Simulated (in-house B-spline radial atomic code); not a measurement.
Spin-orbit splittings of orbital energies (j = l + 1/2 less j = l - 1/2) and ratios of mean radii (lower j over upper j) along the 13-electron series, configuration [Ne] 3s2 3p1. Computed with an all-electron radial atomic-structure program (B-spline basis): Dirac-Hartree-Fock, average of the configuration, finite nuclei.

| ion | Z | splitting of 3p (eV) | radius ratio of 3p | splitting of 2p (eV) | radius ratio of 2p |
| --- | --- | --- | --- | --- | --- |
| Al | 13 | 0.014586 | 0.99797 | 0.47229 | 0.99655 |
| Si+ | 14 | ? | ? | ? | ? |
| P2+ | 15 | 0.073556 | 0.99768 | 0.96301 | 0.99566 |
| S3+ | 16 | 0.12501 | 0.99742 | 1.3208 | 0.99515 |
| Cl4+ | 17 | 0.19558 | 0.99713 | 1.7717 | 0.99459 |
| Ar5+ | 18 | 0.28906 | 0.99682 | 2.3309 | 0.99399 |
| K6+ | 19 | 0.40962 | 0.99648 | 3.0147 | 0.99336 |
| Ca7+ | 20 | 0.56178 | 0.99611 | 3.8407 | 0.99268 |
| Sc8+ | 21 | 0.75044 | 0.99573 | 4.8277 | 0.99196 |
| Ti9+ | 22 | 0.98087 | 0.99532 | 5.9958 | 0.99121 |
| V10+ | 23 | 1.2587 | 0.99488 | 7.3663 | 0.99041 |
| Cr11+ | 24 | ? | ? | ? | ? |
| Mn12+ | 25 | 1.981 | 0.99395 | 10.806 | 0.9887 |
| Fe13+ | 26 | 2.4387 | 0.99346 | 12.925 | 0.98779 |
| Co14+ | 27 | 2.9702 | 0.99294 | 15.345 | 0.98684 |
| Ni15+ | 28 | 3.5832 | 0.99239 | 18.095 | 0.98585 |
| Cu16+ | 29 | 4.2856 | 0.99183 | 21.203 | 0.98482 |
| Zn17+ | 30 | ? | ? | ? | ? |
| Ga18+ | 31 | 5.9931 | 0.99063 | 28.622 | 0.98264 |

Fill in the row of Si+.

splitting of 3p (eV): 0.037774; radius ratio of 3p: 0.99789; splitting of 2p (eV): 0.68444; radius ratio of 2p: 0.99613.

Fill in the row of Cr11+.

splitting of 3p (eV): 1.59; radius ratio of 3p: 0.99443; splitting of 2p (eV): 8.9618; radius ratio of 2p: 0.98958.

Fill in the row of Zn17+.

splitting of 3p (eV): 5.0859; radius ratio of 3p: 0.99124; splitting of 2p (eV): 24.701; radius ratio of 2p: 0.98375.

With what power of Z does the column «splitting of 3p (eV)» change over this range?

A fit of the logarithm of its size against log Z from Z = 13 to 31 has slope 6.45. An unscreened hydrogenic electron would give 4 at low Z; screening makes the apparent power larger near the neutral end, and relativity raises it again at high Z.
